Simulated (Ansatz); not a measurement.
```yaml
crystal:
  periodic: [false, false, false]
  atoms:
    - {symbol: C, position_ang: [1.112352, -1.115310, -2.711564]}
    - {symbol: N, position_ang: [0.926212, -0.862481, -1.307680]}
    - {symbol: C, position_ang: [1.852950, -1.587133, -0.481883]}
    - {symbol: In, position_ang: [-0.618292, 0.223713, -0.627289]}
    - {symbol: S, position_ang: [-2.261828, 0.855857, -2.237252]}
    - {symbol: N, position_ang: [-0.793843, 0.840828, 1.276150]}
    - {symbol: C, position_ang: [-2.017644, 1.373474, 1.808945]}
    - {symbol: C, position_ang: [2.171119, -0.522704, -2.742640]}
    - {symbol: H, position_ang: [2.121119, -0.822704, -3.042640]}
    - {symbol: H, position_ang: [0.396713, -0.551807, -3.315254]}
    - {symbol: H, position_ang: [0.989176, -2.181745, -2.959356]}
    - {symbol: H, position_ang: [1.664668, -1.414575, 0.579717]}
    - {symbol: H, position_ang: [2.895021, -1.293696, -0.685748]}
    - {symbol: H, position_ang: [1.788110, -2.674079, -0.651158]}
    - {symbol: H, position_ang: [-2.835088, 1.752936, -1.418109]}
    - {symbol: H, position_ang: [-2.417363, 0.750483, 2.625099]}
    - {symbol: H, position_ang: [-1.876339, 2.386636, 2.217519]}
    - {symbol: H, position_ang: [-2.792774, 1.433802, 1.040853]}
    - {symbol: H, position_ang: [0.450247, 1.713478, 2.731536]}
    - {symbol: H, position_ang: [1.184455, 0.394004, 1.820570]}
    - {symbol: H, position_ang: [-0.014834, 0.040544, 3.075005]}
basis:
  gaussian: {orbitals: x2c-TZVPPall, point_charges: [{charge: -1.00, position_ang: [6.909, -0.527, 0.237]}]}
hamiltonian: {xc: {name: B97}}
output: {forces: true}
```

```sh
$ ansatz run in.yaml --threads 4 --pin off --events-out ev --progress --plain --max-ram 66560MiB --backend cuda --devices 0, --max-vram 37GiB
```

Output, abridged:

```
Functional definition: B97
2756 factors; their error is unknown
mean field evaluation 1: about -178088.7717 eV, gradient 1.6e2 eV
mean field evaluation 2: about -176891.1315 eV, gradient 4.4e2 eV
mean field evaluation 4: about -178117.2177 eV, gradient 1.4e2 eV
mean field evaluation 8: about -178132.1130 eV, gradient 8.9e1 eV
mean field evaluation 16: about -178175.8450 eV, gradient 3.8e-2 eV
mean field -178175.84503285 eV, -6547.8415330319 hartree, gradient 1.5e-5 eV, S^2 0.000000; 3 other end points of the search recorded, 0 dependent functions left out
reference -178175.84507017 eV, -6547.8415344033 hartree; 58, 58 occupied and 412, 412 virtual orbitals, 2756 factors
Total energy: -178175.84507017 eV, -6547.8415344033 hartree
Relativity: scalar
Atom 0 at     1.112352    -1.115310    -2.711564 Å, force   -16.063946    -2.736569     5.718241 eV/Å
Atom 1 at     0.926212    -0.862481    -1.307680 Å, force    -3.361573    -1.598938     2.879488 eV/Å
Atom 2 at     1.852950    -1.587133    -0.481883 Å, force     0.763905    -0.670333     0.369469 eV/Å
Atom 3 at    -0.618292     0.223713    -0.627289 Å, force    -0.218372    -0.089592     0.285272 eV/Å
Atom 4 at    -2.261828     0.855857    -2.237252 Å, force    -0.469917     0.151781    -0.792208 eV/Å
Atom 5 at    -0.793843     0.840828     1.276150 Å, force     1.155151     0.107989     2.671891 eV/Å
Atom 6 at    -2.017644     1.373474     1.808945 Å, force    -1.121714     0.335806    -0.448053 eV/Å
Atom 7 at     2.171119    -0.522704    -2.742640 Å, force    35.009508   185.715406   175.403387 eV/Å
Atom 8 at     2.121119    -0.822704    -3.042640 Å, force   -16.033946  -180.956775  -184.468357 eV/Å
Atom 9 at     0.396713    -0.551807    -3.315254 Å, force    -0.412647     0.141878    -0.363776 eV/Å
Atom 10 at     0.989176    -2.181745    -2.959356 Å, force     0.813955    -0.305006    -0.521884 eV/Å
Atom 11 at     1.664668    -1.414575     0.579717 Å, force    -0.073406     0.111801     0.116381 eV/Å
Atom 12 at     2.895021    -1.293696    -0.685748 Å, force    -0.077940     0.053302     0.268115 eV/Å
Atom 13 at     1.788110    -2.674079    -0.651158 Å, force    -0.024192    -0.013808     0.039016 eV/Å
Atom 14 at    -2.835088     1.752936    -1.418109 Å, force     0.034133    -0.003554     0.066247 eV/Å
Atom 15 at    -2.417363     0.750483     2.625099 Å, force     0.000973     0.085526    -0.175437 eV/Å
Atom 16 at    -1.876339     2.386636     2.217519 Å, force    -0.112522    -0.133335    -0.144773 eV/Å
Atom 17 at    -2.792774     1.433802     1.040853 Å, force    -0.584210     0.252164     0.191242 eV/Å
Atom 18 at     0.450247     1.713478     2.731536 Å, force     0.665449    -1.655747    -1.638929 eV/Å
Atom 19 at     1.184455     0.394004     1.820570 Å, force    -1.090528     0.864877     2.702987 eV/Å
Atom 20 at    -0.014834     0.040544     3.075005 Å, force     1.243120     0.389619    -2.189005 eV/Å
Dipole moment:     0.274105    -0.530981     0.193929 e Å
```

(1) Something in this input is off. What?

Results:

(1) One atom was put on top of another. The run converged. The result belongs to that input, not to the molecule as meant.
